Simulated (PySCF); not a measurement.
Substituent effects on chemical shifts

Parent skeleton `[CH3:1][S+:2]1[CH2:3][CH2:4][CH2:5][CH2:6]1`; one hydrogen on atom 3 is replaced by X. Hydrogens on one atom are averaged.

[PySCF 2.14.0 with density-fitted response routines: geometry: GFN2-xTB; shielding tensors at PBE0/pcSseg-1 (GIAO); no solvent model; rapidly exchanging positions averaged; a single conformation; non-relativistic]

References, each an isolated molecule treated in the same way: TMS for $^{13}$C (σref 186.93) and $^{1}$H (σref 31.72); $^{33}$S (σref 503.73) vs CS2.

Parent (X = H): C1 31.8, S2 86.3, C3 53.3, C4 33.2, C5 33.2, C6 53.3, H(C1) 2.77, H(C3) 3.45, H(C4) 2.56 ppm. Effects are Δδ = δ(X) − δ(H), positive for deshielding.

Q: Order these by the shift of H(C3), most shielded first.
A. X = CF3
B. X = CH2CN
C. X = OCHO
D. X = iPr
E. X = COOCH3

A: D (-0.40 ppm), A (+0.46 ppm), E (+0.59 ppm), B (+0.75 ppm), C (+1.72 ppm).

Q: Order these by the shift of H(C1), most shielded first.
A. X = OCHO
B. X = CF3
C. X = CH2CN

A: A (-0.11 ppm), B (+0.19 ppm), C (+0.52 ppm).
